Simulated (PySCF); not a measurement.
## A small calculation by hand: oscillator strength and radiative lifetime

Si(H)(PH2)3 (H7P3Si), SMILES P[SiH](P)P.

The structure is a stationary point at B3LYP-D3(BJ)/def2-SVP. This is a generated structure with no PubChem entry under its InChIKey; it may be hypothetical. Other conformers were not sampled.

TDA-PBE/def2-SVPD (PySCF 2.14.0) puts the first singlet state with f over 0.02 at 5.93 eV (vertical), with the transition dipole (0.039, 0.345, 0.145) in atomic units.

Task: Find the oscillator strength, the wavelength and the radiative lifetime that this transition would have in vacuum if emission retraced absorption.

Result: 
|μ|² = 0.1416 au, so |μ| = 0.96 D. ΔE = 5.93/27.211 = 0.2179 hartree. f = (2/3) ΔE |μ|² = 0.021 (the program prints 0.021).
λ = 1239.84/5.93 = 209 nm; ν = 47829 cm⁻¹.
Einstein's coefficient A = 0.6670 ν² f s⁻¹ (ν in cm⁻¹) = 3.1e7 s⁻¹, so τ = 1/A = 32 ns. This state is S7; the lower singlets have f = 0.011, 0.010, 0.006, 0.016, 0.000, 0.007. The figure is the radiative limit of this one transition; relaxation, internal conversion, crossing to triplets and a medium change what is measured.
